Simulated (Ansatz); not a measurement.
A made-up structure of InH₂O (charge -1), singlet:

O1  (-1.899, -0.424, -0.135)
In2  (-0.046, -0.010, -0.003)
H3  (1.205, -1.043, 0.749)
H4  (-2.685, -0.609, 0.401)
(Å)

It is relaxed with PBE-D4/def2-SVPD and then PBE0-D4/def2-TZVPD (Ansatz 0.2.0). Atoms count as bonded within 1.22 times the sum of their covalent radii (H–H: 0.88 Å). The end point is not checked to be a true minimum.

(1) Does its bonding change? (Judge from chemistry; the calculation decides.)

Results:

(1) By the calculation: No: no bond forms or breaks.

Where it ends: The first stage lowers the energy by 1.20 eV in 8 steps. It ends as InH₂O ([OH][InH]), total charge -1:
O1  (-2.005, -0.209, -0.100)
In2  (0.060, 0.241, -0.308)
H3  (0.574, -1.170, 0.908)
H4  (-2.054, -0.948, 0.511)
(Å)

Labels in which every atom is bracketed show which atoms are joined, not bond orders.

For scale, one of the runs: PBE0-D4/def2-TZVPD relaxation, 114 basis functions, launched by `ansatz run in.yaml --threads 2 --pin off --events-out ev --progress --plain --max-ram 4352MiB`. Hardware: 2 CPU threads of an AMD EPYC 7R43, shared host. Wall time about 18 s.
